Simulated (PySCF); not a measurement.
Vertical excitations of a molecule C₃H₆OSi from TDDFT-PBE/def2-SVPD in PySCF, as energy in eV (oscillator strength): 5.29 (0.000), 5.46 (0.002), 5.62 (0.107), 6.27 (0.002), 6.44 (0.000), 6.46 (0.006), 6.83 (0.010), 7.00 (0.012), 7.15 (0.008), 7.19 (0.015). Lowest triplet (TDA): 4.03 eV. The structure is a stationary point at PBE0-D3(BJ)/def2-SVP. The values are those of a single conformer.

Problem. Which molecule gave these data?
(A) C1=C[SiH2]OC1
(B) C1=C[SiH2]CO1
(C) O=C1C[SiH2]C1
(D) C[Si@H]1C=CO1

Solution. B, C1=C[SiH2]CO1
